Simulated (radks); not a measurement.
Spherical jellium clusters: N electrons in a uniform positive sphere of charge N and radius rs N^(1/3), rs = 4.32 bohr. Method: non-relativistic Kohn-Sham, PBE, spin-polarised, spherical densities; computed with a radial shooting solver with Libxc functionals. Levels are named by radial order and angular momentum (1s, 1p, 1d, 2s, ...), and open shells are averaged over m.

N = 2, configuration 1s2. This is the lowest configuration that the search found. Occupied and some empty levels:

level,occupation,eigenvalue (eV),<r> (bohr)
1s,2,-3.0094,4.344
1p,0,-1.1994,6.253

Energy (eV): total -3.45696, kinetic 2.7717, external -23.138, Hartree 11.313, exchange-correlation -6.4022, background 11.999.
